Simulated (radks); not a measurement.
Spin polarisation of the 3d6 shell in Fe2+. Start: [Ar] 3d(up 3, down 3); electrons of 3d are moved from spin down to spin up, other shells keep equal spins. All-electron calculation, scalar-relativistic Kohn-Sham, LDA (Slater exchange, Perdew-Wang correlation), spin-polarised, spherical densities, finite nucleus; Fermi nuclear charge, rms radius of each element as measured or else 0.836 A^(1/3) + 0.57 fm. Program: a radial shooting solver on a logarithmic mesh with Libxc functionals.

\begin{tabular}{lrrrrr}
moment (Bohr magnetons) & E - E(0) (eV) & e(3d up) (eV) & e(3d down) (eV) & 3p down minus up (eV) & 3s down minus up (eV) \\ \hline
0 & 0.000 & -26.035 & -26.035 & 0.000 & 0.000 \\
1 & -0.232 & -26.469 & -25.541 & 1.022 & 1.049 \\
2 & -0.928 & -26.843 & -24.986 & 2.045 & 2.099 \\
3 & -2.090 & -27.157 & -24.367 & 3.071 & 3.151 \\
4 & -3.719 & -27.409 & -23.681 & 4.100 & 4.205 \\
\end{tabular}

At moment 4 the spin-polarisation energy is -3.719 eV and the 3d exchange splitting 3.728 eV, that is 0.932 eV per Bohr magneton; E = -I m^2/4 would give I = 0.930 eV.
